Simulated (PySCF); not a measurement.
Saddle point of BH₄OF₃, singlet (BHF₂ ([F][BH][F]) + H₂O + HF → BHOF₂ ([OH][B]([F])[F]) + HF + H₂; bonds formed: H2–H7, H5–F8; dative contacts that become bonds: B1–O6; bonds broken: B1–H2, H5–O6, H7–F8), PBE0-D4/def2-TZVP structure:

```tsv
atom	x (Å)	y (Å)	z (Å)
B1	-0.3248	-0.7887	0.0793
H2	-1.1805	0.2789	0.3912
F3	-0.9406	-1.4021	-0.9379
F4	-0.2094	-1.4510	1.2481
H5	0.7264	0.9573	-0.4480
O6	0.9827	-0.1839	-0.3330
H7	-0.7486	1.0447	0.0592
F8	0.0317	1.8910	-0.3884
H9	1.6632	-0.3462	0.3295
```

Energies are electronic, without zero-point energy. Barriers and step energies count from the start structure reached by relaxing down the imaginary mode; all methods use the PBE0-D4 structures, on which another method's saddle can fall below an end. Program: PySCF 2.14 with density fitting (its default auxiliary sets; JK sets also for MP2 and CCSD(T)). Basis: def2-TZVPP, with def2-QZVPP for the basis limit. Cores are frozen in the correlated methods. B3LYP uses VWN-RPA correlation. Extrapolation: Hartree–Fock as exp(−7.88 √X), correlation as X^−2.97.

| method | barrier (kJ/mol) | step energy (kJ/mol) |
| --- | --- | --- |
| SPW92 | 10.2 | -34.2 |
| PBE-D4 | ? | -66.2 |
| r2SCAN-D4 | 48.8 | -71.0 |
| PBE0-D4 | 58.6 | -67.2 |
| B3LYP-D4 | ? | -80.0 |
| BHLYP-D4 | 86.0 | -80.2 |
| wB97M-V | 73.7 | -71.2 |
| HF | ? | -105.1 |
| MP2 | 74.4 | -75.6 |
| CCSD | 89.4 | -76.6 |
| CCSD(T) | 80.1 | -73.7 |

(1) Fill in the withheld barriers. (An estimate is asked for; the value comes from the calculation.)

The T1 diagnostic stays at or below 0.012.

Answers

(1) By the calculation: B3LYP-D4 65.5; HF 131.5; PBE-D4 41.7 kJ/mol. Each is the energy of the saddle less that of the start structure, by the same method.

For comparison, the barrier by CCSD(T) at an estimated basis limit (MP2 extrapolated from triple and quadruple zeta, plus CCSD(T) − MP2 in triple zeta) is 79.8 kJ/mol.

Labels in which every atom is bracketed show which atoms are joined, not bond orders.

For scale, one of the runs: CCSD(T)/def2-TZVPP, 211 basis functions, launched by `OMP_NUM_THREADS=4 python run.py`. Time: 22 min of wall clock on 4 CPU threads of an Intel Xeon; the host was shared. Peak host memory: 4.2 GiB.
